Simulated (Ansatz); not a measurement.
SiCl3(NHiPr) (C₃H₈Cl₃NSi), 16 atoms. Hardware: 4 threads of Arm Neoverse V2 on a shared host.

Correlated methods freeze 24 core orbitals.

**Question.** How many basis functions does each of these Ansatz runs have, and roughly what does it cost? PBE-D4/def2-SVP, charge 0 singlet, relaxation, 8 steps; revPBE-D4/def2-TZVP, charge 0 singlet, energy, from earlier orbitals; RPA@PBE/def2-TZVP, charge 0 singlet, energy, from earlier orbitals; PBE-D4/def2-SVP, charge 0 singlet, energy, from earlier orbitals; MP2/def2-TZVP, charge 0 singlet, energy, from earlier orbitals; r2SCANh-D4/def2-TZVP, charge 0 singlet, energy, from earlier orbitals; HF/STO-3G, charge 0 singlet, energy; CAM-B3LYP-D4/def2-TZVP, charge 0 singlet, energy, from earlier orbitals; PBE-D4/def2-TZVP, charge 0 singlet, energy and forces, from earlier orbitals; r2SCAN-D4/def2-TZVP, charge 0 singlet, energy, from earlier orbitals; PBE0-D4/def2-SVP, charge 0 singlet, energy, from earlier orbitals; PBE0-D4/def2-TZVP, charge 0 singlet, energy, from earlier orbitals.

**Answer.** Other jobs shared the machine, so times can vary by a factor of up to 3. A dash marks memory too small to be measured apart from the calling script's.

| run | functions | fitting or Cholesky vectors | wall time | peak host memory (GiB) |
| --- | --- | --- | --- | --- |
| HF/STO-3G, charge 0 singlet, energy | 64 | 796 | 0.3 s | – |
| PBE-D4/def2-SVP, charge 0 singlet, energy, from earlier orbitals | 168 | 1891 | 2.4 s | – |
| PBE0-D4/def2-SVP, charge 0 singlet, energy, from earlier orbitals | 168 | 1647 | 3.5 s | – |
| revPBE-D4/def2-TZVP, charge 0 singlet, energy, from earlier orbitals | 320 | 2067 | 5.5 s | 0.64 |
| PBE-D4/def2-TZVP, charge 0 singlet, energy and forces, from earlier orbitals | 320 | 2067 | 6 s | 0.63 |
| MP2/def2-TZVP, charge 0 singlet, energy, from earlier orbitals | 320 | 2058 | 9.5 s | 1.2 |
| r2SCAN-D4/def2-TZVP, charge 0 singlet, energy, from earlier orbitals | 320 | 2067 | 11 s | 0.68 |
| CAM-B3LYP-D4/def2-TZVP, charge 0 singlet, energy, from earlier orbitals | 320 | 2097 | 11 s | 1.5 |
| PBE0-D4/def2-TZVP, charge 0 singlet, energy, from earlier orbitals | 320 | 2119 | 13 s | 1.3 |
| RPA@PBE/def2-TZVP, charge 0 singlet, energy, from earlier orbitals | 320 | 2058 | 14 s | 1.1 |
| r2SCANh-D4/def2-TZVP, charge 0 singlet, energy, from earlier orbitals | 320 | 2067 | 15 s | 1.3 |
| PBE-D4/def2-SVP, charge 0 singlet, relaxation, 8 steps | 168 | 1891 | 15 s | – |
